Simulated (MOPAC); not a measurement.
A run for MOPAC: PM7 on ZrAs, 2S+1 = 2, a spin state set in the input, which need not be the lowest, a point of a bond scan (R = 2.294 Å).

```
PM7 1SCF PRECISE CHARGE=0 UHF MS=0.5 THREADS=1
AsZr

Zr     0.00000000 1     0.00000000 1     0.00000000 1
As     0.00000000 1     0.00000000 1     2.29392800 1
```

The log:

```
*******************************************************************************
 **                                                                           **
 **                              MOPAC v23.2.5                                **
 **                                                                           **
 *******************************************************************************
 ** MOPAC's Digital Object Identifier: https://doi.org/10.5281/zenodo.6511958 **
 **                                                                           **
 ** Please cite the open-source release paper for use of this MOPAC version:  **
 ** J. E. Moussa and J. J. P. Stewart (2026)                                  **
 ** MOPAC: An open-source semiempirical molecular orbital program             **
 ** J. Open Source Softw., 11(119), 8025, https://doi.org/10.21105/joss.08025 **
 *******************************************************************************

                              PM7 CALCULATION RESULTS

 *******************************************************************************
 *  PM7        - The PM7 Hamiltonian to be used
 *  UHF        - UNRESTRICTED HARTREE-FOCK CALCULATION
 *
 *
 *
 *                 CHARGE ON SYSTEM = 0
 *
 *
 *
 *  MS=        - IN MECI, MAGNETIC COMPONENT OF SPIN =  0.5
 *  PRECISE    - TIGHTER CRITERIA TO BE USED
 *  1SCF       - DO 1 SCF AND THEN STOP
 *  THREADS=1  - MULTI-THREADING NOT USED
 *  T=         - A TIME OF 172800.0 SECONDS REQUESTED
 *  DUMP=N     - RESTART FILE WRITTEN EVERY 7200.0 SECONDS REQUESTED
 *******************************************************************************
PM7 1SCF PRECISE CHARGE=0 UHF MS=0.5 THREADS=1
 AsZr

   ATOM   CHEMICAL          X               Y               Z
  NUMBER   SYMBOL      (ANGSTROMS)     (ANGSTROMS)     (ANGSTROMS)

     1      Zr          0.00000000  *   0.00000000  *   0.00000000  *
     2      As          0.00000000  *   0.00000000  *   2.29392800  *



          CARTESIAN COORDINATES

    NO.       ATOM           X           Y           Z

     1        Zr          0.0000      0.0000      0.0000
     2        As          0.0000      0.0000      2.2939

 General Reference for PM7:
 "Optimization of Parameters for Semiempirical Methods VI: More Modifications to the
 NDDO Approximations and Re-optimization of Parameters", J. J. P. Stewart, J. Mol. Mod., 1:32, 19 (2013)
 https://link.springer.com/article/10.1007/s00894-012-1667-x

           Empirical Formula: Zr As  =     2 atoms



      MOLECULAR POINT GROUP   :   C*v


          UHF CALCULATION, NO. OF ALPHA ELECTRONS =    5
                           NO. OF BETA  ELECTRONS =    4

 -------------------------------------------------------------------------------
 PM7 1SCF PRECISE CHARGE=0 UHF MS=0.5 THREADS=1
 AsZr



     1SCF WAS SPECIFIED, SO BFGS WAS NOT USED
     SCF FIELD WAS ACHIEVED


                              PM7 CALCULATION
                                                       MOPAC v23.2.5 Linux




          FINAL HEAT OF FORMATION =        393.91827 KCAL/MOL =    1648.15404 KJ/MOL


          COSMO AREA              =        148.61 SQUARE ANGSTROMS
          COSMO VOLUME            =        166.65 CUBIC ANGSTROMS

          IONIZATION POTENTIAL    =          5.554354 EV
          ALPHA SOMO LUMO (EV)    =         -5.954 -0.094
          BETA  SOMO LUMO (EV)    =         -5.554  0.673
          NO. OF ALPHA ELECTRONS  =          5
          NO. OF BETA  ELECTRONS  =          4
          MOLECULAR WEIGHT        =        166.1416         POINT GROUP:  C*v

          MOLECULAR DIMENSIONS (Angstroms)

            Atom       Atom       Distance
           As     2   Zr     1     2.29393
           As     2   Zr     1     0.00000
           Zr     1   As     2     0.00000


          SCF CALCULATIONS        =          1





   ATOM   CHEMICAL          X               Y               Z
  NUMBER   SYMBOL      (ANGSTROMS)     (ANGSTROMS)     (ANGSTROMS)

     1      Zr          0.00000000  *   0.00000000  *   0.00000000  *
     2      As          0.00000000  *   0.00000000  *   2.29392800  *

                             CARTESIAN COORDINATES

   1   Zr        0.000000000     0.000000000     0.000000000
   2   As        0.000000000     0.000000000     2.293928000


           Empirical Formula: Zr As  =     2 atoms



      MOLECULAR POINT GROUP   :   C*v


          ALPHA EIGENVALUES
 -13.93047  -7.97941  -7.97941  -7.66600  -5.95414  -0.09380   1.89723   1.89723
   3.08893   3.08893   4.52454   4.52454   4.68356   5.45515   5.45515  27.20125
  27.20125  28.52091


           BETA EIGENVALUES
 -11.86077  -6.07857  -6.07857  -5.55435   0.67342   0.67342   2.10474   2.98653
   2.98653   4.91109   6.22607   6.22607   6.86396   6.86396   7.81468  26.07668
  26.07668  27.05793


              NET ATOMIC CHARGES AND DIPOLE CONTRIBUTIONS

  ATOM NO.   TYPE          CHARGE      No. of ELECS.   s-Pop       p-Pop       d-Pop
    1         Zr           0.860936        3.1391     0.97580     0.01425     2.14901
    2         As          -0.860936        5.8609     1.69060     3.17512     0.99522
 DIPOLE           X         Y         Z       TOTAL
 POINT-CHG.     0.000     0.000    -9.486     9.486
 HYBRID         0.000     0.000    -0.552     0.552
 SUM            0.000     0.000   -10.038    10.038


          ATOMIC ORBITAL ELECTRON POPULATIONS

     Atom    s        px        py        pz      x^2-y^2     xz        z^2       yz        xy
    1 Zr   0.97580   0.00074   0.00074   0.01277   0.00000   0.87269   0.40363   0.87269   0.00000
    2 As   1.69060   1.12080   1.12080   0.93352   0.00000   0.00576   0.98369   0.00576   0.00000


                    (SZ)    =    0.500000
                    (S**2)  =    2.732469


          ATOMIC ORBITAL SPIN POPULATIONS

    Atom   Total    s     px     py     pz   x^2-y^2  xz     z^2    yz     xy
         Atomic
    1 Zr -2.3746 -0.805  0.000  0.000 -0.001  0.000 -0.696 -0.178 -0.696  0.000
    2 As  3.3746  0.093  0.701  0.701  0.908  0.000 -0.006  0.983 -0.006  0.000

 **********************
 *                    *
 * JOB ENDED NORMALLY *
 *                    *
 **********************




 == MOPAC DONE ==
```

The run finished. Its determinant has ⟨S²⟩ = 2.73, a mixture of spin states.

Cost: about 0.06 core-seconds (a rough figure).
